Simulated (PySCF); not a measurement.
Molfile (atoms numbered from 1):
```
C6H14P2
     RDKit          3D

 22 21  0  0  0  0  0  0  0  0999 V2000
    3.1773    0.8384   -0.3893 C   0  0  0  0  0  0  0  0  0  0  0  0
    2.2227    0.6061    0.5143 C   0  0  0  0  0  0  0  0  0  0  0  0
    1.3974   -0.6368    0.5715 C   0  0  0  0  0  0  0  0  0  0  0  0
   -0.3048   -0.3573   -0.0646 P   0  0  2  0  0  5  0  0  0  0  0  0
   -1.1399   -1.9760   -0.0880 C   0  0  0  0  0  0  0  0  0  0  0  0
    0.1737   -0.2073   -2.3272 P   0  0  0  0  0  0  0  0  0  0  0  0
   -1.1135    0.7600    0.8929 C   0  0  0  0  0  0  0  0  0  0  0  0
   -2.5904    1.0153    0.7930 C   0  0  0  0  0  0  0  0  0  0  0  0
    3.4372    0.0943   -1.1498 H   0  0  0  0  0  0  0  0  0  0  0  0
    3.7326    1.7795   -0.4003 H   0  0  0  0  0  0  0  0  0  0  0  0
    1.9902    1.3744    1.2605 H   0  0  0  0  0  0  0  0  0  0  0  0
    1.2773   -0.9964    1.6057 H   0  0  0  0  0  0  0  0  0  0  0  0
    1.8401   -1.4381   -0.0413 H   0  0  0  0  0  0  0  0  0  0  0  0
   -1.2858   -2.3182    0.9463 H   0  0  0  0  0  0  0  0  0  0  0  0
   -0.5385   -2.7018   -0.6542 H   0  0  0  0  0  0  0  0  0  0  0  0
   -2.1212   -1.8777   -0.5740 H   0  0  0  0  0  0  0  0  0  0  0  0
   -1.2080    0.0274   -2.6136 H   0  0  0  0  0  0  0  0  0  0  0  0
    0.4727    1.1842   -2.2289 H   0  0  0  0  0  0  0  0  0  0  0  0
   -0.4835    1.6047    1.1969 H   0  0  0  0  0  0  0  0  0  0  0  0
   -3.1522    0.1096    0.5093 H   0  0  0  0  0  0  0  0  0  0  0  0
   -2.9957    1.3305    1.7700 H   0  0  0  0  0  0  0  0  0  0  0  0
   -2.8729    1.8040    0.0678 H   0  0  0  0  0  0  0  0  0  0  0  0
  1  2  2  0
  2  3  1  0
  3  4  1  0
  4  5  1  0
  4  6  1  6
  4  7  2  0
  7  8  1  0
  1  9  1  0
  1 10  1  0
  2 11  1  0
  3 12  1  0
  3 13  1  0
  5 14  1  0
  5 15  1  0
  5 16  1  0
  6 17  1  0
  6 18  1  0
  7 19  1  0
  8 20  1  0
  8 21  1  0
  8 22  1  0
M  END
```

Geometry: PBE0-D3(BJ)/def2-SVP; GIAO absolute shieldings from PySCF, gas phase, non-relativistic, averaged over equivalent atoms.

At CAM-B3LYP/pcSseg-1 (220 basis functions, 60 s wall time on 1 thread of an Arm Neoverse V1, shared host):
| atoms | σ (ppm) |
| --- | --- |
| C2 | 40.3 |
| C1 | 52.7 |
| C3 | 140.0 |
| C7 | 155.7 |
| C5 | 166.4 |
| C8 | 171.5 |
| P4 | 327.5 |
| P6 | 440.3 |
| H11 | 25.31 |
| H9 | 25.86 |
| H10 | 25.90 |
| H12 | 28.82 |
| H17/H18 | 28.83 |
| H13 | 29.33 |
| H20/H21/H22 | 29.84 |
| H14/H15/H16 | 29.98 |
| H19 | 30.73 |

Question: Predict the values at PBE0/pcSseg-1 on the same geometry.

Answer: 
```
      atoms  σ at PBE0/pcSseg-1  change
         C2                45.8    +5.5
         C1                56.8    +4.1
         C3               141.9    +1.9
         C7               154.4    -1.3
         C5               168.4    +2.0
         C8               172.1    +0.6
         P4               343.7   +16.2
         P6               457.5   +17.2
        H11               25.23   -0.08
         H9               25.74   -0.12
        H10               25.78   -0.12
        H12               28.63   -0.19
    H17/H18               28.61   -0.22
        H13               29.16   -0.17
H20/H21/H22               29.73   -0.11
H14/H15/H16               29.87   -0.11
        H19               30.48   -0.25
```

The largest change is at P6 (phosphorus bonded to P, 2 H). Cost: 220 basis functions, 51 s wall time on 1 thread of an Arm Neoverse V1, shared host. The order of the carbon signals is the same at both levels.
